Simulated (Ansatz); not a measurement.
Start from `CCCCC(C=O)CC` and change one atom or group to get `CCCC=O`.

Ansatz, PBE0-D4/def2-TZVP geometries, multiplicity 1. Each molecule was computed in one conformer, which needn't be the lowest.

```csv
property,`CCCCC(C=O)CC`
HOMO–LUMO gap (B3LYP/def2-TZVPP) / eV,6.01
HOMO–LUMO gap (PBE/def2-TZVPP) / eV,3.75
LUMO energy (B3LYP/def2-TZVPP) / eV,-0.96
size of the dipole moment (B3LYP/def2-TZVPP) / D,2.93
size of the dipole moment (PBE/def2-TZVPP) / D,2.78
LUMO energy (ωB97M-V/def2-TZVPP) / eV,1.56
```

What does the change do to each property? (An estimate is asked.)

Computed: 
```json
{"property": "HOMO–LUMO gap (B3LYP/def2-TZVPP) / eV", "`CCCC=O`": "6.29", "shift": "0.28"}
{"property": "HOMO–LUMO gap (PBE/def2-TZVPP) / eV", "`CCCC=O`": "4.00", "shift": "0.25"}
{"property": "LUMO energy (B3LYP/def2-TZVPP) / eV", "`CCCC=O`": "-0.89", "shift": "0.07"}
{"property": "size of the dipole moment (B3LYP/def2-TZVPP) / D", "`CCCC=O`": "2.61", "shift": "-0.32"}
{"property": "size of the dipole moment (PBE/def2-TZVPP) / D", "`CCCC=O`": "2.48", "shift": "-0.30"}
{"property": "LUMO energy (ωB97M-V/def2-TZVPP) / eV", "`CCCC=O`": "1.73", "shift": "0.17"}
```

With PBE0 the HOMO falls by 0.20 eV and the LUMO rises by 0.10 eV, so the gap widens by about 0.30 eV. PBE moves the HOMO by -0.18 eV and ωB97M-V by -0.21 eV. Dipoles are sizes alone; their direction can turn.

B3LYP here is the variant with VWN-RPA as its local correlation; programs differ in this.
